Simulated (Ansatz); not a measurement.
Si₅₁H₅₂, a nanocrystal cut from cubic silicon. The state is a singlet with charge 0. Geometry r2SCAN-D4/def2-SVP.

Cartesian coordinates in Å:
```
Si -5.532 -1.622 1.120
Si -3.302 -3.825 -1.790
Si -4.983 1.458 -1.087
Si -2.978 -0.504 -3.718
Si -2.386 -3.801 1.995
Si -3.917 1.438 2.609
Si -0.873 -0.647 3.675
Si -0.315 -5.771 -0.566
Si 0.106 -2.527 -2.619
Si 1.159 -2.604 1.062
Si 3.169 -4.617 -1.537
Si -1.925 -0.588 -0.020
Si -1.453 2.621 -2.095
Si -0.406 2.562 1.587
Si 1.635 0.592 -1.014
Si -3.477 4.632 0.495
Si 0.025 5.793 -0.483
Si 3.551 -1.553 -3.704
Si 0.570 0.672 -4.708
Si 2.082 3.800 -3.060
Si 2.218 -2.687 4.757
Si 4.690 -1.457 0.017
Si 2.687 0.532 2.681
Si 3.103 3.764 0.648
Si 5.215 1.940 -1.882
Si -4.604 -3.247 2.554
Si -2.479 -5.082 0.022
Si -4.061 0.151 0.642
Si -2.061 -1.839 -2.011
Si -5.131 0.192 -3.066
Si -3.608 3.333 -1.463
Si -1.592 1.365 -4.080
Si -1.010 -1.912 1.693
Si 0.065 -1.968 5.378
Si 2.077 -3.935 2.770
Si -2.933 0.245 4.382
Si -2.551 3.306 2.206
Si 0.516 1.215 3.287
Si 1.027 -3.873 -0.918
Si 1.490 -0.662 -3.002
Si 2.553 -0.732 0.698
Si 4.541 -2.756 -1.940
Si -0.535 1.286 -0.389
Si -0.081 4.502 -2.448
Si 0.937 4.463 1.231
Si 2.995 2.489 -1.328
Si -2.126 6.521 0.126
Si 1.960 2.542 -5.046
Si 3.582 -0.803 4.397
Si 6.161 0.319 -0.455
Si 3.930 2.519 2.466
H -5.985 -2.280 -0.146
H -6.744 -1.032 1.779
H -4.768 -3.561 -1.655
H -3.094 -4.615 -3.048
H -6.350 1.919 -0.670
H -3.060 -1.323 -4.974
H -1.811 -4.659 3.086
H -5.303 1.886 2.976
H -0.352 -6.574 -1.831
H 0.288 -6.619 0.513
H 0.016 -3.325 -3.889
H 3.049 -5.453 -2.776
H 3.738 -5.473 -0.446
H -4.861 5.051 0.900
H 0.928 6.971 -0.717
H 3.258 -2.506 -4.825
H 4.470 -0.498 -4.231
H 0.492 -0.146 -5.966
H 2.957 5.003 -3.269
H 2.804 -3.534 5.851
H 5.289 -2.307 1.101
H 3.975 4.960 0.386
H 5.297 1.460 -3.296
H 6.023 3.200 -1.785
H -5.427 -4.497 2.456
H -4.686 -2.760 3.965
H -3.369 -6.268 0.264
H -6.009 -1.005 -2.855
H -5.740 1.033 -4.147
H -4.174 4.162 -2.581
H -2.180 2.236 -5.155
H -0.818 -3.151 5.638
H 0.143 -1.159 6.638
H 1.213 -5.141 2.982
H 3.440 -4.405 2.360
H -3.841 -0.813 4.926
H -2.635 1.208 5.494
H -2.418 4.120 3.461
H 0.604 2.020 4.554
H 5.925 -3.189 -2.333
H -0.681 5.319 -3.557
H 0.982 5.247 2.512
H -2.712 7.369 -0.963
H -2.050 7.345 1.376
H 1.398 3.399 -6.140
H 3.327 2.090 -5.462
H 3.668 0.010 5.654
H 4.968 -1.234 4.024
H 6.614 0.979 0.808
H 7.372 -0.258 -1.126
H 3.709 3.310 3.721
H 5.397 2.249 2.348
```

B3LYP takes the VWN-RPA correlation. Single mean-field runs in 6-31G, STO-3G, def2-SVP are fitted with def2-universal-jkfit.

(1) Estimate the orbital energies around the gap (eV) in Ansatz with HF/STO-3G, HF/6-31G, PBE-D4/def2-SVP, B3LYP-D4/6-31G, PBE0-D4/def2-SVP.

Answers

(1) 
| orbital | HF/STO-3G | HF/6-31G | PBE-D4/def2-SVP | B3LYP-D4/6-31G | PBE0-D4/def2-SVP |
| --- | --- | --- | --- | --- | --- |
| HOMO−13 | -6.85 | -9.70 | -6.57 | -7.37 | -7.57 |
| HOMO−12 | -6.80 | -9.64 | -6.53 | -7.31 | -7.53 |
| HOMO−11 | -6.72 | -9.54 | -6.47 | -7.24 | -7.45 |
| HOMO−10 | -6.58 | -9.47 | -6.44 | -7.20 | -7.41 |
| HOMO−9 | -6.56 | -9.42 | -6.40 | -7.15 | -7.37 |
| HOMO−8 | -6.43 | -9.17 | -6.22 | -6.94 | -7.18 |
| HOMO−7 | -6.31 | -9.08 | -6.18 | -6.90 | -7.13 |
| HOMO−6 | -6.23 | -9.05 | -6.16 | -6.85 | -7.12 |
| HOMO−5 | -5.97 | -8.89 | -6.09 | -6.77 | -7.03 |
| HOMO−4 | -5.96 | -8.87 | -6.08 | -6.76 | -7.01 |
| HOMO−3 | -5.87 | -8.75 | -6.02 | -6.64 | -6.95 |
| HOMO−2 | -5.77 | -8.69 | -5.98 | -6.63 | -6.89 |
| HOMO−1 | -5.52 | -8.40 | -5.80 | -6.39 | -6.70 |
| HOMO | -5.51 | -8.38 | -5.80 | -6.38 | -6.69 |
| LUMO | 7.52 | 1.13 | -2.61 | -1.52 | -2.03 |
| LUMO+1 | 7.77 | 1.16 | -2.55 | -1.50 | -1.96 |
| LUMO+2 | 7.89 | 1.22 | -2.55 | -1.44 | -1.96 |
| LUMO+3 | 7.99 | 1.25 | -2.49 | -1.42 | -1.89 |
| LUMO+4 | 8.04 | 1.27 | -2.48 | -1.41 | -1.88 |
| LUMO+5 | 8.20 | 1.30 | -2.44 | -1.38 | -1.83 |
